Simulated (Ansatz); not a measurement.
Reaction (β-hydride elimination): `CO[SiH](C#N)OC` → `CO[SiH2]C#N` + `C=O`

Calculated with Ansatz (gas phase, PBE0-D4/def2-TZVP geometries, no zero-point term in ΔE). CCSD(T)/CBS adds triple-zeta CCSD(T) − MP2 to the extrapolated MP2 energy (def2 sets, frozen cores). This one scheme is used for every species. DFT in def2-TZVPP. Each species was taken in one conformer, which may not be the lowest.

`CO[SiH](C#N)OC`:

Cartesian coordinates in Å:
```
C -1.027 -1.106 2.206
O -0.293 -1.165 0.999
Si -0.279 -0.029 -0.147
C 0.252 1.590 0.612
N 0.564 2.598 1.075
O 0.819 -0.482 -1.241
C 1.219 0.278 -2.363
H -0.722 -0.247 2.811
H -0.823 -2.020 2.764
H -2.103 -1.044 2.015
H -1.614 0.223 -0.734
H 1.959 -0.305 -2.912
H 1.673 1.225 -2.057
H 0.374 0.485 -3.027
```

`CO[SiH2]C#N`:

```xyz
10

C    -1.130   -0.954   -0.543
O     0.248   -0.696   -0.738
Si    1.008    0.650   -0.236
C     0.819    0.809    1.607
N     0.671    0.895    2.746
H    -1.748   -0.174   -1.000
H    -1.361   -1.908   -1.017
H    -1.370   -1.020    0.522
H     2.442    0.508   -0.542
H     0.420    1.889   -0.798
```

`C=O`:

Cartesian coordinates in Å:
```
C 0.004 0.002 -0.001
O -1.039 -0.508 0.283
H 0.975 -0.499 0.189
H 0.060 1.005 -0.471
```

CCSD(T)/CBS gives +215.2 kJ/mol.

**Question.** Another level gave +195.8 kJ/mol. Which?
A. r2SCAN/def2-TZVPP
B. B2PLYP/def2-TZVPP
C. PBE/def2-TZVPP
D. CCSD/def2-TZVPP

**Answer.** C. PBE 195.8, r2SCAN 218.4, CCSD/def2-TZVPP 209.9, B2PLYP 203.2 kJ/mol.

Largest T1 diagnostic among the species: 0.015.

The D4 term adds +13.6 kJ/mol with B3LYP and +7.6 kJ/mol with PBE0; it sums over pairs of atoms, weighted by their polarisabilities, and B3LYP, whose exchange is more repulsive, gets the larger term. In def2-TZVPP, CCSD(T) changes the Hartree–Fock value by +11.4 kJ/mol (the triples alone add −1.4 kJ/mol) and MP2 by +20.8 kJ/mol.

B3LYP here is the variant with VWN-RPA as its local correlation; programs differ in this.
